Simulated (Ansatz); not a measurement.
System: LuCl2 (charge +1, singlet). SMILES: [Cl][Lu+][Cl]
Geometry: optimised at B3LYP-D3(BJ)/def2-TZVP (Ansatz, a program for electronic structure).

Parts of the frozen-core correlation energy in def2-TZVPP (Ansatz, hartree). Frozen orbitals: 30; correlated occupied orbitals by spin: 8 and 8; virtual: 151 and 151. No spin-orbit coupling. Past Kr the def2 sets carry scalar-relativistic core potentials.

```
term                             value
-------------------------  -----------
reference (HF)             -2151.40839
MP2 opposite-spin                  [?]
MP2 same-spin                      [?]
CCSD correlation                   [?]
(T)                           -0.01984
T1 diagnostic                    0.011
largest doubles amplitude        0.022
```

Problem. Some entries are withheld; supply them.

Solution. 
- MP2 opposite-spin, value: -0.30971
- MP2 same-spin, value: -0.10669
- CCSD correlation, value: -0.44604
